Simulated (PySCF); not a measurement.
Cards and structures have been mixed up. Pair them.

Structures:
1. `[SiH2](O)[C@@H]1[C@@H](CC1)C#N`
2. `C1(=CC1)F`
3. `CN(C)[C@@H]1CC[SiH2]1`
4. `[H]/N=C/C(F)F`

Card P (geometry GFN2-xTB):
- Rotational constants A, B, C: 23.453, 6.873, 5.507 GHz
- Static isotropic polarisability (PBE0/def2-SVPD): 33.9 au
- Lowest triplet excitation (Tamm–Dancoff) (TDA PBE0/def2-SVPD): 4.39 eV
- Point group: Cs
- 13C chemical shifts (computed TMS as zero) by class (GIAO PBE0/pcSseg-1): 159.3 (1 C), 74.1 (1 C), 21.7 (1 C) ppm
- Strongest line among the 6 lowest singlet transitions (TDDFT PBE0/def2-SVPD): S2 at 6.82 eV (182 nm, f = 0.073)
- Isotropic shieldings of nuclei other than C and H, by class (GIAO PBE0/pcSseg-1): 314 (1 F) ppm

Card Q (geometry PBE0-D3(BJ)/def2-SVP):
- Rotational constants A, B, C: 9.393, 3.846, 3.009 GHz
- Point group: Cs
- Dipole moment (PBE0-D3(BJ)/def2-SVP): 1.82 D

Card R (geometry GFN2-xTB):
* Rotational constants A, B, C: 2.235, 1.651, 1.161 GHz
* Static isotropic polarisability (PBE0/def2-SVPD): 85.8 au
* HOMO energy (PBE0/def2-SVPD): -8.13 eV
* Dipole moment (PBE0/def2-SVPD): 4.16 D
* Lowest singlet excitation (TDDFT PBE0/def2-SVPD): 6.98 eV (178 nm, f = 0.003)

Card S (geometry GFN2-xTB):
* Rotational constants A, B, C: 3.681, 1.592, 1.188 GHz
* Static isotropic polarisability (wB97X-D/def2-SVPD): 94.0 au
* Lowest triplet excitation (Tamm–Dancoff) (TDA wB97X-D/def2-SVPD): 5.60 eV
* HOMO energy (wB97X-D/def2-SVPD): -7.94 eV
* Lowest singlet excitation (TDDFT wB97X-D/def2-SVPD): 5.74 eV (216 nm, f = 0.030)

All species are isolated and taken at one optimised geometry, non-relativistic unless stated. Electronic properties by PySCF. NMR classes are plain means over equivalent atoms (diastereotopic ones count apart unless rotation or inversion swaps them), as if these changed places fast.

Q: Which card belongs to which structure?

A: P = 2, Q = 4, R = 1, S = 3. What ties each card to its structure:
- 1 (card R), C5H9NOSi, monoisotopic mass 127.0 u, 8 heavy atoms: an asymmetric top with C = 1.161 GHz, the lowest such constant on the cards; polarisability 85.8 au for 68 electrons; dipole 4.16 D.
- 2 (card P), C3H3F, monoisotopic mass 58.0 u, 4 heavy atoms: 3 C in 3 classes; the least shielded carbon (159.3 ppm) is a vinylic C–F carbon; an asymmetric top with C = 5.507 GHz, the highest such constant on the cards; polarisability 33.9 au for 30 electrons.
- 3 (card S), C5H13NSi, monoisotopic mass 115.1 u, 7 heavy atoms: an asymmetric top with C = 1.188 GHz; polarisability 94.0 au for 64 electrons.
- 4 (card Q), C2H3F2N, monoisotopic mass 79.0 u, 5 heavy atoms: an asymmetric top with C = 3.009 GHz; dipole 1.82 D.
